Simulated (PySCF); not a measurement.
A structure optimised at PBE-D3(BJ)/def2-SVP, used in a PySCF frequency run:

```
S
B 1 1.8687
O 2 1.3658 1 124.75
H 3 0.9741 2 113.52 1 8.49
O 2 1.3667 3 116.87 4 -171.27
H 5 0.9723 2 112.35 3 -174.02
Ge 1 2.2411 2 100.41 3 20.15
H 7 1.5453 1 107.14 2 -164.37
H 7 1.5489 8 111.39 1 121.81
H 7 1.5608 8 109.52 9 120.37
```

**Question.** Write its SMILES and formula.

**Answer.** OB(O)[S][GeH3], BGeH5O2S

**Question.** What are its rotational constants (standard atomic weights)?

**Answer.** 5.3548, 1.2736, 1.0601 GHz
